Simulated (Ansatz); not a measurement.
Frontier orbitals of `CB(C)C=O`.

```xyz
12

C    -1.376   -0.560    0.351
B     0.004    0.022   -0.080
C     1.017    0.688    0.900
C     0.436   -0.118   -1.597
O     0.995   -1.122   -1.986
H    -2.148    0.150    0.019
H    -1.494   -0.682    1.429
H    -1.609   -1.501   -0.155
H     0.578    1.011    1.845
H     1.601    1.503    0.464
H     1.747   -0.102    1.138
H     0.250    0.713   -2.327
```

Charge 0, multiplicity 1. All single points use the PBE0-D4/def2-TZVP geometry. It is one conformer, not always the lowest. Basis def2-TZVPP, the Gaussian-basis code of Ansatz.

| functional | HOMO (eV) | LUMO (eV) | gap (eV) |
| --- | --- | --- | --- |
| PBE | -5.23 | -2.12 | 3.11 |
| BLYP | -5.18 | -1.99 | 3.19 |
| B97M-V | -5.65 | -1.77 | 3.88 |
| PBE0 | -6.76 | -1.04 | 5.72 |
| B3LYP | -6.57 | -1.29 | 5.28 |
| CAM-B3LYP | -8.24 | 0.11 | 8.35 |
| ωB97M-V | -9.15 | 1.02 | 10.17 |

From PBE to PBE0 the HOMO moves by −1.53 eV and the LUMO by +1.08 eV, and with ωB97M-V by −3.92 and +3.14 eV, so the gap grows from 3.11 to 10.17 eV with exact exchange. A positive LUMO is unbound and depends on the basis.

B3LYP here is the variant with VWN-RPA as its local correlation; programs differ in this.
